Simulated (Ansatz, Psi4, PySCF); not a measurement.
anisole (C₇H₈O), singlet, geometry from GFN2-xTB. Base run: REVPBE/STO-3G (PySCF).

Geometry (Å):
```xyz
16

C     -2.7656     0.2447    -0.1244
O     -1.6869    -0.4649    -0.6807
C     -0.4267    -0.1869    -0.2404
C      0.5985    -0.9261    -0.8328
C      1.9101    -0.7229    -0.4594
C      2.2242     0.2186     0.5091
C      1.2109     0.9513     1.0967
C     -0.1114     0.7566     0.7303
H     -3.6570    -0.1381    -0.6192
H     -2.8491     0.0715     0.9536
H     -2.6816     1.3200    -0.3142
H      0.3351    -1.6538    -1.5842
H      2.6935    -1.3017    -0.9259
H      3.2510     0.3776     0.8014
H      1.4437     1.6875     1.8524
H     -0.8807     1.3439     1.2070
```
All else is at PySCF's defaults.

The same geometry, method and basis name were run in Ansatz (a quantum-chemistry and plane-wave program) and Psi4 and PySCF, at each program's defaults and at the settings that a row names. The base is PySCF at its defaults. Differences at the defaults can come from grids, fitting, cores and function types together.

```
code and settings                                                                             ΔE vs base (mEh)  basis functions      E (Eh)  SCF cycles  dipole (D)
--------------------------------------------------------------------------------------------  ----------------  ---------------  ----------  ----------  ----------
PySCF, defaults (exact integrals, its default grid, spherical functions)                                 0.000               48  -342.35829          11        1.52
Psi4, defaults (density fitting with its default set, its default grid, spherical functions)            -2.559               48  -342.36085           9        1.52
Ansatz, defaults (factorised integrals, its default grid, spherical functions)                          -0.016               48  -342.35831           -           -
PySCF, density fitting with def2-universal-jkfit                                                        -2.560               48  -342.36085          11        1.52
PySCF, fine grid                                                                                        -0.011               48  -342.35830          11        1.52
Psi4, exact integrals, spherical functions, fine grid                                                   -0.010               48  -342.35830          12        1.52
Ansatz, high accuracy                                                                                   -0.010               48  -342.35830           -           -
```
